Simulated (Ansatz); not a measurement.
Compare A (`F[SiH]1[CH2][GeH2][O]1`) with its isomer B (`FC1[O][GeH2][SiH2]1`).

Program: Ansatz. Geometries: PBE0-D4/def2-TZVP. ΔE: electronic, gas phase. CBS: MP2 limit from def2 TZ/QZ plus the TZ coupled-cluster correction, frozen cores. DFT in def2-TZVPP. B3LYP here is the variant with VWN-RPA as its local correlation; programs differ in this. For Ge outer-core shells are correlated without core-valence functions, which leaves a few kJ/mol of doubt a bond. Scalar relativity is left out up to krypton.

Task: Which is lower in electronic energy at CCSD(T)/CBS, and by how much? (An estimate is asked.)

Result: Computed: A, by 99.4 kcal/mol.

Task: Give E(B) − E(A) in kcal/mol with PBE0-D4, CCSD(T)/def2-TZVPP, CCSD/def2-TZVPP, PBE-D4, MP2/def2-TZVPP, B3LYP-D4, HF/def2-TZVPP. (Best estimate.)

Result: Computed: PBE0-D4 91.8, CCSD(T)/def2-TZVPP 98.2, CCSD/def2-TZVPP 99.3, PBE-D4 86.8, MP2/def2-TZVPP 103.6, B3LYP-D4 93.1, HF/def2-TZVPP 101.3. None reverses the order clearly.

Largest T1 diagnostic: 0.014.

From PBE to PBE0 (25 % exact exchange), in def2-TZVPP and without D4, E(B) − E(A) moves by +5.1 kcal/mol.
